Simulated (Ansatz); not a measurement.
The cluster K6: single points at one geometry.

```yaml
crystal:
  periodic: [false, false, false]
  atoms:
    - {symbol: K, position_ang: [0.295148, 3.142411, 0.028914]}
    - {symbol: K, position_ang: [2.433920, 0.425181, 2.678506]}
    - {symbol: K, position_ang: [-0.401117, -4.410716, 0.980301]}
    - {symbol: K, position_ang: [-0.252988, 2.432054, -4.262168]}
    - {symbol: K, position_ang: [-1.625916, -0.415773, 2.475581]}
    - {symbol: K, position_ang: [-0.449046, -1.173157, -1.901124]}
basis:
  gaussian: {orbitals: def2-TZVP, initial_orbitals: start.molden}
hamiltonian: {xc: pbe0}
scf: {omitted_lower_state_checks: [starts]}
output: {orbitals: {seedname: orbitals}}
```

The file start.molden holds the orbitals of an earlier run on this structure, at another level or in another basis.

```sh
$ ansatz run in.yaml --threads 4 --pin off --events-out ev --progress --plain --max-ram 3916MiB
```

Shortened log:

```
Functional definition: PBE0
1944 factors; integrals over basis functions are off by at most 1.8e-4 eV
mean field evaluation 1: about -97916.2780 eV, gradient 1.1e2 eV
mean field evaluation 2: about -97919.0765 eV, gradient 5.3e0 eV
mean field evaluation 4: about -97920.6928 eV, gradient 2.1e0 eV
mean field evaluation 8: about -97920.8080 eV, gradient 6.0e-3 eV
mean field -97920.80802041 eV, -3598.5233216424 hartree, gradient 2.6e-5 eV, S^2 0.000000; 0 other end points of the search recorded, 0 dependent functions left out
reference -97920.80806261 eV, -3598.5233231932 hartree; 57, 57 occupied and 141, 141 virtual orbitals, 1944 factors
Total energy: -97920.80806261 eV, -3598.5233231932 hartree
Checks for a lower state left out: starts
```

Hardware: 4 threads of Arm Neoverse V1 on a shared host. Wall time 12 s, peak host memory 0.69 GiB.

First input, but with `hamiltonian: {xc: hf}` (abridged; 5.5 s):

```
Functional definition: HF
mean field -97822.69412658 eV, -3594.9177025483 hartree, gradient 5.4e-5 eV, S^2 0.000000
Total energy: -97822.69412658 eV, -3594.9177025483 hartree
Checks for a lower state left out: starts
```

As the first input, with `hamiltonian: {xc: r2scan}` (abridged; 14 s):

```
Functional definition: r2SCAN
mean field -97942.05385075 eV, -3599.3040915064 hartree, gradient 2.4e-5 eV, S^2 0.000000
Total energy: -97942.05387029 eV, -3599.3040922247 hartree
Checks for a lower state left out: starts
```

First input, but with `hamiltonian: {xc: {name: PBE-QIDH}}` and without the key `output` (abridged; 17 s):

```
Functional definition: PBE-QIDH
mean field -97894.04220649 eV, -3597.5396961235 hartree, gradient 2.8e-6 eV, S^2 0.000000; unrestricted orbitals would lower it
30 core orbitals not correlated: weight in the atoms' cores, before any rotation towards them, 1.000 or more for the frozen orbitals, at most 0.000 for the correlated occupied ones
second order -31.41087360 eV of doubles, -0.00000000 eV of singles
Total energy: -97904.51251381 eV, -3597.9244728204 hartree
Checks for a lower state left out: starts
```

First input, but with `hamiltonian: {xc: pbe}`, `output: {forces: true, orbitals: {seedname: orbitals}}` (abridged; 7 s):

```
Functional definition: PBE
mean field -97913.20373521 eV, -3598.2438693159 hartree, gradient 1.9e-5 eV, S^2 0.000000
Total energy: -97913.20379288 eV, -3598.2438714350 hartree
Atom 0 force     0.014131    -0.013271     0.004847 eV/Å
Atom 1 force    -0.010834     0.021404     0.008676 eV/Å
Atom 2 force    -0.013766     0.022927    -0.004905 eV/Å
Atom 3 force    -0.007267    -0.010441     0.006391 eV/Å
Atom 4 force     0.020771    -0.022845    -0.013954 eV/Å
Atom 5 force    -0.003036     0.002225    -0.001055 eV/Å
Dipole moment:     0.032306     0.010087     0.203251 e Å
Checks for a lower state left out: starts
```

The first input with `gaussian: {orbitals: def2-SVP, initial_orbitals: start.molden}`, `correlation: {method: ccsd_t}` and without the key `hamiltonian` (abridged; 61 s):

```
Functional definition: HF
mean field evaluation 16: about -97807.4163 eV, gradient 7.3e0 eV
mean field evaluation 32: about -97808.8746 eV, gradient 2.9e-1 eV
mean field evaluation 64: about -97807.9011 eV, gradient 4.8e-1 eV
mean field evaluation 96: about -97807.9069 eV, gradient 9.2e-3 eV
mean field evaluation 128: about -97807.4983 eV, gradient 6.0e-1 eV
mean field -97810.32648690 eV, -3594.4632001731 hartree, gradient 3.7e-6 eV, S^2 0.000000; 2 other end points of the search recorded, 0 dependent functions left out; unrestricted orbitals would lower it
determinant -97810.32648690 eV, -3594.4632001731 hartree, with singles and doubles -97821.03997763 eV, -3594.8569136956 hartree
determinant -97808.87394952 eV, -3594.4098204088 hartree, with singles and doubles -97819.67685751 eV, -3594.8068199550 hartree
determinant -97807.90690614 eV, -3594.3742822201 hartree, with singles and doubles -97818.93920953 eV, -3594.7797118918 hartree
30 core orbitals not correlated: weight in the atoms' cores, before any rotation towards them, 1.000 or more for the frozen orbitals, at most 0.000 for the correlated occupied ones
second order -9.67078623 eV of doubles, -0.00000000 eV of singles
cycle   1  -10.71485358 eV  change   -1.4e-3 eV  update   2.0e-3
cycle   2  -10.71520069 eV  change   -3.5e-4 eV  update   1.4e-3
cycle   3  -10.71517509 eV  change    2.6e-5 eV  update   8.5e-4
cycle   4  -10.71504724 eV  change    1.3e-4 eV  update   3.2e-4
cycle   5  -10.71521765 eV  change   -1.7e-4 eV  update   1.5e-4
cycle   6  -10.71532413 eV  change   -1.1e-4 eV  update   6.5e-5
cycle   7  -10.71530110 eV  change    2.3e-5 eV  update   3.3e-5
perturbative correction -0.28484127 eV, -0.0104677238 hartree
Total energy: -97821.32662928 eV, -3594.8674479494 hartree
Checks for a lower state left out: starts
```

Geometry: PBE0/def2-SVP.

Correlated methods freeze 30 core orbitals; core or outer-core shells of K are correlated, in sets that lack core-valence functions. The restricted singlet is unstable towards broken spin symmetry at other levels; at PBE0/def2-TZVP, r2SCAN/def2-TZVP, PBE/def2-TZVP this wasn't settled. The restricted singlet is unstable towards broken spin symmetry in Hartree–Fock (as tested in another run); at HF/def2-TZVP this wasn't settled. At PBE-QIDH/def2-TZVP, CCSD(T)/def2-SVP the restricted singlet (for correlated methods, its reference) is unstable: a solution with broken spin symmetry lies lower. The geometry of the singlet was relaxed on an unsound state (restricted singlet, unstable towards broken spin symmetry at other levels and untested here). Another isomer (singlet) lies 0.15 eV lower at PBE0/def2-TZVP; other spin states weren't run for this one.
